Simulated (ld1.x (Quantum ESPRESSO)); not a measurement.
**Reading a pseudo-wave (thallium)**

Columns: radius, all-electron u(r) and pseudo u(r) of the 6s shell (level -12.74 eV) of thallium in the configuration [Xe] 4f14 5d10 6s2 6p0.5; PBE, scalar-relativistic, TM semilocal scheme, ld1.x (Quantum ESPRESSO) 7.5.

```
r (bohr)  all-electron   pseudo
   0.125        0.1619  -0.0149
   0.250       -0.1659  -0.0312
   0.375       -0.1616  -0.0502
   0.500        0.1294  -0.0738
   0.625        0.3276  -0.1037
   0.750        0.3482  -0.1421
   0.875        0.2392  -0.1908
   1.000        0.0669  -0.2511
   1.125       -0.1195  -0.3225
   1.250       -0.2913  -0.4027
   1.375       -0.4356  -0.4864
   1.500       -0.5485  -0.5663
   1.625       -0.6311  -0.6351
   1.750       -0.6869  -0.6870
   1.875       -0.7201  -0.7199
   2.000       -0.7348  -0.7348
   2.125       -0.7348  -0.7348
   2.250       -0.7233  -0.7233
   2.375       -0.7033  -0.7033
   2.500       -0.6770  -0.6770
   2.625       -0.6462  -0.6462
   2.750       -0.6126  -0.6126
   2.875       -0.5774  -0.5774
   3.000       -0.5415  -0.5415
   3.125       -0.5056  -0.5056
   3.250       -0.4703  -0.4703
```

Question: How many radial nodes do the two functions have?

Answer: The all-electron 6s function has n − l − 1 = 5 (the table is too coarse to show those close to the nucleus); the pseudo-wave has 0, since the states of the same l below it are removed with the core.

Question: At about which radius was the pseudo-wave matched?

Answer: 2.20 bohr. The columns agree to 0.0005 from 1.75 bohr on; several derivatives are matched, so the curves merge somewhat inside the radius.

Question: Is the pseudo-wave norm-conserving?

Answer: Yes: the TM semilocal scheme keeps the norm inside the radius equal to the all-electron one, which fixes the energy derivative of the logarithmic derivative at the level.
